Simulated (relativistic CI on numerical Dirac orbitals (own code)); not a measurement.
Zeeman pattern of Sn 3034.11 Å at 0.3 T

Problem. The line 5s²5p² ³P1 – 5s²5p6s ³P°0 of Sn lies at 3034.11 Å (air; NIST Handbook). Calculate its Zeeman pattern at B = 0.3 T, seen across the field, in LS coupling, and compare it with the Doppler width at an assumed gas temperature of 3000 K.

Working.
1. Landé factors g = 3/2 + [S(S + 1) − L(L + 1)]/[2J(J + 1)]: lower 1.5000, upper none (J = 0).
2. The unit is μB B/hc = 0.46686 × 0.3 = 0.1401 cm⁻¹, or 12.9 mÅ at this wavelength. A component is shifted by g_u m_u − g_l m_l units. Seen across the field, the strengths for lower J and m are J² − m² (π) and ¼(J − m)(J − m − 1) (σ).
3. π components (Δm = 0), symmetric about zero, as shift (strength, strongest of all = 100): 0.000 (100).
4. σ components with Δm = +1, mirrored for −1: 1.500 (50).
5. The centre of the σ group lies at ḡ = 1.500 units, 19.3 mÅ from the line centre.
6. The Doppler width is 7.16 × 10⁻⁷ λ √(T/M) = 10.9 mÅ (FWHM, M = 120), so the sum of Gaussians shows separate peaks away from the centre.

Check. A relativistic CI calculation gives g = 1.5011 and none (J = 0) for the two levels. The nearest fine-structure partner lies 274 cm⁻¹ away, 1953 Zeeman units, so the weak-field formulas hold; hyperfine structure, which matters at weak fields for isotopes with nuclear spin, is neglected.
